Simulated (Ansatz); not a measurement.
Cost and result for the atomization energy of `N=[C]1C[O][AlH]1` (9 atoms, 9 bonds).

Cartesian coordinates in Å:
```
N -1.488 0.520 1.114
C -0.553 0.061 0.406
C 0.491 0.927 -0.302
O 1.327 -0.028 -0.968
Al 0.475 -1.424 -0.430
H -2.073 -0.222 1.495
H 0.021 1.604 -1.024
H 1.069 1.519 0.416
H 0.731 -2.957 -0.707
```

Total charge 0; spin multiplicity 1. The geometry is a stationary point of PBE0-D4/def2-TZVP. It is one conformer, not always the lowest. Program: Ansatz. All runs use 2 threads of an Arm Neoverse V2 on a shared host. Times are those of one run each, without the atoms' runs, and a repeat can differ threefold. Electronic energies, without spin–orbit coupling; frozen cores. CCSD(T)/CBS adds CCSD(T) − MP2 in def2-TZVPP to the MP2 limit, and its time is that of the two runs behind it. T1 = 0.015. B3LYP takes the VWN-RPA correlation (the form of Gaussian; ORCA's B3LYP/G).

CCSD(T)/CBS is a level of theory with its own doubt, some kJ/mol a heavy atom from the limit and from the frozen cores, so smaller differences don't rank the functionals.

```
                            level  functions  wall time
           LDA (SPW92)/def2-TZVPP        222      1.6 s
               BLYP-D4/def2-TZVPP        222      2.9 s
              BHLYP-D4/def2-TZVPP        222      4.1 s
                 CCSD(T)/def2-SVP         94      4.8 s
B3LYP-D4/def2-TZVPP (with forces)        222        6 s
            r2SCANh-D4/def2-TZVPP        222      7.5 s
                B2PLYP/def2-TZVPP        222        8 s
              PBE-QIDH/def2-TZVPP        222        8 s
               ωB97X-V/def2-TZVPP        222       11 s
 ωB97M-V/def2-TZVPP (with forces)        222       16 s
                   MP2/def2-QZVPP        418       29 s
               CCSD(T)/def2-TZVPP        222    2.1 min
                CCSD(T)/CBS(def2)          –    2.6 min
```

**Question.** What atomization energy does each give, and how far from CCSD(T)/CBS? (An estimate is asked.)

**Answer.** The calculation gave: 
```tsv
level	atomization (kJ/mol)	difference from CCSD(T)/CBS	per bond
LDA (SPW92)/def2-TZVPP	4056.6	591.3	65.7
BLYP-D4/def2-TZVPP	3498.2	32.9	3.7
BHLYP-D4/def2-TZVPP	3316.8	-148.5	-16.5
CCSD(T)/def2-SVP	3253.3	-212.0	-23.6
B3LYP-D4/def2-TZVPP (with forces)	3469.9	4.6	0.5
r2SCANh-D4/def2-TZVPP	3443.4	-21.9	-2.4
B2PLYP/def2-TZVPP	3434.4	-30.9	-3.4
PBE-QIDH/def2-TZVPP	3435.9	-29.4	-3.3
ωB97X-V/def2-TZVPP	3483.6	18.3	2.0
ωB97M-V/def2-TZVPP (with forces)	3485.9	20.6	2.3
MP2/def2-QZVPP	3516.7	51.4	5.7
CCSD(T)/def2-TZVPP	3356.9	-108.4	-12.0
CCSD(T)/CBS(def2)	3465.3	0.0	0.0
```

Leaving LDA and LC-ωPBE aside and taking each functional with its dispersion term where it has one, the values, not all of them listed here, spread over 274.2 kJ/mol, from BHLYP-D4 to PBE-D4. LDA lies +483.1 kJ/mol from PBE without D4, its usual overbinding. At CCSD(T), def2-SVP lies −212.0 kJ/mol from the extrapolated value and def2-TZVPP −108.4 kJ/mol: correlation converges slowly with the basis, and small sets miss more of it in the bonded molecule than in its fragments. In def2-TZVPP, CCSD(T) changes the Hartree–Fock value by +1015.1 kJ/mol (the triples alone add +74.1 kJ/mol) and MP2 by +1110.2 kJ/mol; breaking electron pairs costs correlation energy, which Hartree–Fock lacks.
